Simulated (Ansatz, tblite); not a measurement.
Removing and adding an electron: Ta(NH)(OH)3 (TaNO3H4). The state is a singlet with charge 0. Geometry: PBE0-D4/def2-SVP. Ansatz, gas phase; energy differences of separate SCF runs; the oxidised species was run as a doublet alone; the reduced species was run as a doublet alone.

```xyz
9

Ta   -0.1882   -0.0462    0.1310
N     1.2268    0.3025   -0.8744
H     2.0351    0.5022   -1.4484
O    -1.7167   -0.2858   -0.9939
H    -1.8586   -0.2566   -1.9425
O    -0.4838    1.4193    1.3247
H    -0.0327    2.2529    1.4748
O     0.1372   -1.6424    1.1341
H     0.8808   -2.2460    1.1945
```

In the def2 sets Ta takes a core potential; there is no spin–orbit coupling. The xTB rows come from tblite. HOMO above LUMO, or a gap near zero within one spin, warns that the state may not be the lowest or that an electron is smeared out.

```
               level  −HOMO (eV)  vertical IE (eV)  −LUMO (eV)  vertical EA (eV)  HOMO–LUMO gap (eV)  IE − EA (eV)                                     remarks
            GFN1-xTB       10.43             13.69        6.14              3.44                4.29         10.25                                           –
            GFN2-xTB       10.13             13.83        6.14              3.16                3.99         10.67                                           –
    PBE-D4/def2-TZVP        6.27              9.62        0.71                 –                5.56             –  gap within one spin near zero (+1 doublet)
   PBE-D4/def2-TZVPD        6.38                 –        1.02             -0.42                5.36             –                HOMO above zero (-1 doublet)
 r2SCAN-D4/def2-TZVP        6.55              9.57        0.29                 –                6.26             –                                           –
r2SCAN-D4/def2-TZVPD        6.61                 –        0.46             -0.62                6.15             –                HOMO above zero (-1 doublet)
   PBE0-D4/def2-TZVP        7.64              9.67       -0.02                 –                7.66             –                                           –
  PBE0-D4/def2-TZVPD        7.72                 –        0.37             -0.60                7.35             –                HOMO above zero (-1 doublet)
```

   A HOMO above zero means that the electron is unbound at that level or that self-interaction error raises the level; the energy of removing that electron tells which. Raw xTB energy differences between charge states are shifted by several eV; the methods need an empirical correction for them. A negative affinity means that the extra electron isn't bound; its size then hangs on the basis.
